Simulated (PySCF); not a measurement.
PySCF job for Al(F)(I)(OMe) (CH3AlFIO), SMILES [Al]([O]C)([I])[F], TDA-PBE0/def2-SVPD. The structure is a stationary point at PBE0-D3(BJ)/def2-SVP. The def2 effective core potentials stand for the cores of I; spin–orbit coupling is left out. The values are those of a single conformer.

```python
import numpy as np
from pyscf import gto, scf, dft, tdscf

mol = gto.M(
    atom='''
    Al    0.68711252    1.00417228   -0.00000000
    F     2.32420803    1.23256668    0.00000000
    I    -0.21289931   -1.27043149    0.00000000
    O    -0.30782075    2.35101622    0.00000000
    C    -1.66143178    2.67402040    0.00000000
    H    -1.91091639    3.27582107   -0.89028354
    H    -1.91091640    3.27582107    0.89028355
    H    -2.31368220    1.78163513   -0.00000000
    ''',
    basis='def2-SVPD',
    ecp={'I': 'def2-svp'},
    charge=0,
    spin=0,
    symmetry=True,
    max_memory=1600,
    verbose=4,
)
mf = dft.RKS(mol, xc='pbe0').density_fit(auxbasis='def2-universal-jkfit')
mf.grids.level = 3
mf.conv_tol = 1e-9
mf.max_cycle = 100
mf.kernel()
mf.grids = dft.Grids(mol).set(level=1).build(with_non0tab=True)  # coarser grid for the response kernel
td = tdscf.TDA(mf)
td.singlet = True
td.nstates = 10
td.conv_tol = 1e-4
td.positive_eig_threshold = 1e-6
td.kernel(x0=td.get_init_guess(mf, 15))
td.analyze()
tt = tdscf.TDA(mf)
tt.singlet = False
tt.nstates = 4
tt.conv_tol = 1e-4
tt.positive_eig_threshold = 1e-6
tt.kernel(x0=tt.get_init_guess(mf, 9))
tt.analyze(verbose=3)
```

Output:

```
PySCF version 2.14.0

[INPUT] verbose = 4
[INPUT] num. atoms = 8
[INPUT] num. electrons = 64
[INPUT] charge = 0
[INPUT] spin (= nelec alpha-beta = 2S) = 0
[INPUT] symmetry True subgroup None
[INPUT] Mole.unit = angstrom
[INPUT] Symbol           X                Y                Z      unit          X                Y                Z       unit  Magmom
[INPUT]  1 Al     0.687112520000   1.004172280000   0.000000000000 AA    1.298454479560   1.897610591080   0.000000000000 Bohr   0.0
[INPUT]  2 F      2.324208030000   1.232566680000   0.000000000000 AA    4.392116633215   2.329213455464   0.000000000000 Bohr   0.0
[INPUT]  3 I     -0.212899310000  -1.270431490000   0.000000000000 AA   -0.402321388009  -2.400767576123   0.000000000000 Bohr   0.0
[INPUT]  4 O     -0.307820750000   2.351016220000   0.000000000000 AA   -0.581696912958   4.442776770210   0.000000000000 Bohr   0.0
[INPUT]  5 C     -1.661431780000   2.674020400000   0.000000000000 AA   -3.139651038849   5.053166207500   0.000000000000 Bohr   0.0
[INPUT]  6 H     -1.910916390000   3.275821070000  -0.890283540000 AA   -3.611108624043   6.190404655380  -1.682392063808 Bohr   0.0
[INPUT]  7 H     -1.910916400000   3.275821070000   0.890283550000 AA   -3.611108642940   6.190404655380   1.682392082706 Bohr   0.0
[INPUT]  8 H     -2.313682200000   1.781635130000   0.000000000000 AA   -4.372225697281   3.366802449604   0.000000000000 Bohr   0.0

nuclear repulsion = 308.477520074592
point group symmetry = Cs
symmetry origin: [-1.43783511e-09  4.51891012e-09  2.05405014e-10]
symmetry axis x: [ 1.00000000e+00  7.06913928e-10 -3.27439373e-10]
symmetry axis y: [ 7.06913928e-10 -1.00000000e+00 -1.47231202e-10]
symmetry axis z: [ 3.27439374e-10 -1.47231074e-10  1.00000000e+00]
num. orbitals of irrep A' = 101
num. orbitals of irrep A" = 48
number of shells = 61
number of NR pGTOs = 238
number of NR cGTOs = 149
basis = def2-SVPD
ecp = {'I': 'def2-svp'}


[settings echo left out]
init E= -723.362131997945
HOMO (A') = -0.59190797371355  LUMO (A") = -0.591150258808756  gap/eV = 0.02062

WARN: A' HOMO -0.59190797371355 > system LUMO -0.591150258808756


WARN: A" LUMO -0.591150258808756 < system HOMO -0.59190797371355

cycle= 1 E= -751.433194462515  delta_E= -28.1  |g|= 3.28  |ddm|= 11.2
HOMO (A') = -0.191167617437848  LUMO (A') = -0.131747926135153  gap/eV = 1.61689
cycle= 2 E= -733.672171052614  delta_E= 17.8  |g|= 5.54  |ddm|= 20.4
HOMO (A") = -0.103060740093214  LUMO (A') = -0.0944170314644866  gap/eV = 0.23521
cycle= 3 E= -750.317352840405  delta_E= -16.6  |g|= 2.74  |ddm|= 18.7
HOMO (A") = -0.268113372750099  LUMO (A') = -0.0881363492540672  gap/eV = 4.89742
cycle= 4 E= -754.509979327765  delta_E= -4.19  |g|= 0.937  |ddm|= 5.21
HOMO (A') = -0.182553734698786  LUMO (A') = -0.0518684689693692  gap/eV = 3.55613
cycle= 5 E= -754.622773883637  delta_E= -0.113  |g|= 0.599  |ddm|= 1.89
HOMO (A') = -0.260191408724317  LUMO (A') = -0.0398971308724963  gap/eV = 5.99451
cycle= 6 E= -754.725150809771  delta_E= -0.102  |g|= 0.194  |ddm|= 0.87
HOMO (A') = -0.298235999486506  LUMO (A') = -0.0496688943301962  gap/eV = 6.76386
cycle= 7 E= -754.735285992575  delta_E= -0.0101  |g|= 0.106  |ddm|= 0.371
HOMO (A') = -0.299651231207102  LUMO (A') = -0.0515288836574257  gap/eV = 6.75175
cycle= 8 E= -754.738079875144  delta_E= -0.00279  |g|= 0.025  |ddm|= 0.157
HOMO (A') = -0.298167782649017  LUMO (A') = -0.0493928705456739  gap/eV = 6.76951
cycle= 9 E= -754.738248781223  delta_E= -0.000169  |g|= 0.0102  |ddm|= 0.0436
HOMO (A') = -0.298460860686988  LUMO (A') = -0.0496986190367892  gap/eV = 6.76917
cycle= 10 E= -754.738268395869  delta_E= -1.96e-05  |g|= 0.0029  |ddm|= 0.0111
HOMO (A') = -0.298420512950297  LUMO (A') = -0.0498782522175105  gap/eV = 6.76318
cycle= 11 E= -754.738270174194  delta_E= -1.78e-06  |g|= 0.00063  |ddm|= 0.0045
HOMO (A') = -0.298454425152867  LUMO (A') = -0.0498465484695458  gap/eV = 6.76496
cycle= 12 E= -754.738270294032  delta_E= -1.2e-07  |g|= 8.83e-05  |ddm|= 0.00114
HOMO (A') = -0.298446927245889  LUMO (A') = -0.0498490983839588  gap/eV = 6.76469
cycle= 13 E= -754.73827029592  delta_E= -1.89e-09  |g|= 2.34e-05  |ddm|= 0.000163
HOMO (A') = -0.298444543741299  LUMO (A') = -0.0498478099180204  gap/eV = 6.76466
cycle= 14 E= -754.738270296072  delta_E= -1.52e-10  |g|= 6.43e-06  |ddm|= 4.66e-05
HOMO (A') = -0.298445254865038  LUMO (A') = -0.0498480587144101  gap/eV = 6.76467
Extra cycle  E= -754.738270296065  delta_E= 6.82e-12  |g|= 8.56e-06  |ddm|= 2.08e-05
converged SCF energy = -754.738270296065
tot grids = 37456
Overwritten attributes  positive_eig_threshold  of <class 'pyscf.tdscf.rks.TDA'>


******** <class 'pyscf.tdscf.rks.TDA'> for <class 'pyscf.df.df_jk.DFSymAdaptedRKS'> ********
nstates = 10 singlet
deg_eia_thresh = 1.000e-03
wfnsym = None
conv_tol = 0.0001
eigh lindep = 1e-12
eigh level_shift = 0
eigh max_cycle = 100


Excitation energies (eV)
[5.51536171 5.5638737  6.15494974 6.21110649 6.22086751 6.62177027
 6.83389225 7.22408431 7.5806269  7.63843614]

** Singlet excitation energies and oscillator strengths **
Excited State   1:   A'      5.51536 eV    224.80 nm  f=0.0254
      32 -> 33       -0.70277
Excited State   2:   A"      5.56387 eV    222.84 nm  f=0.0256
      31 -> 33       -0.70205
Excited State   3:   A"      6.15495 eV    201.44 nm  f=0.0001
      32 -> 34       -0.70358
Excited State   4:   A"      6.21111 eV    199.62 nm  f=0.0358
      30 -> 33        0.69767
Excited State   5:   A'      6.22087 eV    199.30 nm  f=0.0203
      29 -> 33       -0.64696
      31 -> 34        0.26757
Excited State   6:   A'      6.62177 eV    187.24 nm  f=0.0959
      28 -> 33       -0.18843
      29 -> 33        0.23935
      31 -> 34        0.60618
Excited State   7:   A"      6.83389 eV    181.43 nm  f=0.0004
      29 -> 34       -0.70307
Excited State   8:   A'      7.22408 eV    171.63 nm  f=0.0822
      30 -> 34       -0.67626
Excited State   9:   A'      7.58063 eV    163.55 nm  f=0.0900
      28 -> 33        0.21331
      32 -> 35       -0.64347
Excited State  10:   A"      7.63844 eV    162.32 nm  f=0.0732
      31 -> 35       -0.68006

** Transition electric dipole moments (AU) **
state          X           Y           Z        Dip. S.      Osc.
  1        -0.3826      0.2046      0.0000      0.1882      0.0254
  2         0.0000      0.0000     -0.4330      0.1874      0.0256
  3        -0.0000      0.0000      0.0263      0.0007      0.0001
  4         0.0000      0.0000      0.4853      0.2356      0.0358
  5        -0.1508     -0.3322     -0.0000      0.1331      0.0203
  6         0.1321      0.7575     -0.0000      0.5912      0.0959
  7        -0.0000      0.0000     -0.0500      0.0025      0.0004
  8        -0.4103      0.5441      0.0000      0.4644      0.0822
  9         0.6873     -0.1104     -0.0000      0.4845      0.0900
 10         0.0000     -0.0000      0.6254      0.3911      0.0732

WARN: ECP detected. Skipping calculation of transition velocity and magnetic dipole moments, which have not yet been implemented.



******** <class 'pyscf.tdscf.rks.TDA'> for <class 'pyscf.df.df_jk.DFSymAdaptedRKS'> ********
nstates = 4 triplet
deg_eia_thresh = 1.000e-03
wfnsym = None
conv_tol = 0.0001
eigh lindep = 1e-12
eigh level_shift = 0
eigh max_cycle = 100


Excitation energies (eV)
[5.18984232 5.24395014 5.79422937 5.84379301]

** Triplet excitation energies and oscillator strengths **
Excited State   1:   A'      5.18984 eV    238.90 nm  f=0.0000
Excited State   2:   A"      5.24395 eV    236.43 nm  f=0.0000
Excited State   3:   A'      5.79423 eV    213.98 nm  f=0.0000
Excited State   4:   A"      5.84379 eV    212.16 nm  f=0.0000
```

Self-consistency was reached.
